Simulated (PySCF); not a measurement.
# Relaxation of singlet TaO₂(OH)

Computed with PySCF, PBE0, basis Ta def2-TZVP with ECP60, O def2-TZVP, H def2-TZVP (scalar-relativistic core potentials, no spin–orbit coupling, density fitting). A (50,194) grid was used.

A hand-made trigonal pyramidal (heavy-atom frame) start, with no symmetry imposed:

```xyz
5
charge 0 multiplicity 1, angstrom
Ta    0.0160    0.0213   -0.1933
O     1.6318    0.0213    0.6658
O    -0.7919    1.4206    0.6658
O    -0.9067   -1.5768    0.7879
H    -1.8160   -1.6810    1.0776
```

Optimiser trace:
| step | E − E(last) (kJ/mol) | largest gradient (Eh/bohr) |
| --- | --- | --- |
| 0 | 114.54 | 0.15907 |
| 1 | 12.06 | 0.04331 |
| 2 | 1.16 | 0.00813 |
| 3 | 0.68 | 0.01160 |
| 4 | 0.36 | 0.00418 |
| 5 | 0.23 | 0.00115 |
| 6 | 0.15 | 0.00108 |
| 7 | 0.09 | 0.00085 |
| 8 | 0.05 | 0.00052 |
| 9 | 0.04 | 0.00039 |
| 10 | 0.02 | 0.00026 |
| 11 | 0.00 | 0.00025 |
| 12 | 0.00 | 0.00016 |

It ends at C1 with O–H 0.958 Å, Ta–O 1.735 Å (×2), Ta–O 1.916 Å; H–O–Ta 129.3°, O–Ta–O 107.4°, O–Ta–O 109.2°, O–Ta–O 109.7° (after a last refinement on a finer grid). A frequency run shows a minimum. Other isomers or separated fragments may lie lower.

Spin–orbit coupling, left out here, can matter for elements this heavy.
